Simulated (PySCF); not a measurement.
C5H3Br, SMILES C#CC(Br)=C=C. Heavy atoms are numbered as in [CH:1]#[C:2][C:3]([Br:4])=[C:5]=[CH2:6]. Hydrogens are named by the atom that carries them.

The structure is a stationary point at PBE0-D3(BJ)/def2-SVP. The structure was generated by enumeration, and PubChem lists no compound with its InChIKey, so it may never have been made.

Method: PBE/pcSseg-1 run with PySCF.

GIAO shieldings, no solvent; atoms alike by connectivity are averaged. δ = σ(ref) − σ: ¹³C against TMS (σ = 182.0 ppm); ¹H against TMS (σ = 31.49 ppm), references at their B3LYP-D3(BJ)/def2-TZVP geometries, non-relativistic (without spin–orbit terms, shifts of atoms bonded to Cl or Br come out too high).

Computed chemical shifts:
```csv
nucleus,atoms,count,δ (ppm)
¹³C,C5,1,230.3
¹³C,C1 (CH),1,97.5
¹³C,C3,1,97.0
¹³C,C6 (CH2),1,87.8
¹³C,C2,1,82.2
¹H,H on C6,2,5.81
¹H,H on C1,1,3.89
```
